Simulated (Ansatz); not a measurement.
Ansatz (a program for electronic structure) input (wB97M-V/def2-TZVPD):

Ansatz 0.2 input:
```yaml
crystal:
  periodic: [false, false, false]
  atoms:
    - {symbol: V, position_ang: [0.04273859, -0.00790214, -0.00722984]}
    - {symbol: F, position_ang: [1.73391132, -0.32059119, -0.29331565]}
    - {symbol: F, position_ang: [-0.80470041, -0.40849445, 1.47945591]}
    - {symbol: F, position_ang: [-1.03843175, 0.74927999, -1.16766401]}
basis:
  gaussian:
    orbitals: def2-TZVPD
hamiltonian:
  xc: {name: wB97M-V}
total_charge: -1
magnetization: {spin_polarized: true, initial_magnetization: 3}
```

End of the output:

```
integrals: 0.12 GiB planned
1061 factors; their error is unknown
integrals: 0.15 GiB planned
237 factors; integrals over basis functions are off by at most 3.2e-5 eV
mean field: 1.44 GiB planned
mean field evaluation 1: about -33842.8405 eV, gradient 1.1e1 eV
mean field evaluation 2: about -33843.2642 eV, gradient 1.4e1 eV
mean field evaluation 4: about -33843.9114 eV, gradient 1.3e0 eV
mean field evaluation 8: about -33843.9509 eV, gradient 1.6e-1 eV
mean field evaluation 16: about -33844.0395 eV, gradient 1.6e-3 eV
mean field evaluation 32: about -33843.5125 eV, gradient 3.8e0 eV
mean field -33844.03947341 eV, -1243.7455103339 hartree, gradient 2.4e-5 eV, S^2 3.755186; 2 other end points of the search recorded, 0 dependent functions left out
reference -33844.03952435 eV, -1243.7455122058 hartree; 27, 24 occupied and 141, 144 virtual orbitals, 1061 factors
Total energy: -33844.03952435 eV, -1243.7455122058 hartree
```

This state (charge -1, quartet) is run at the relaxed geometry of the species with charge 0 and multiplicity 3.
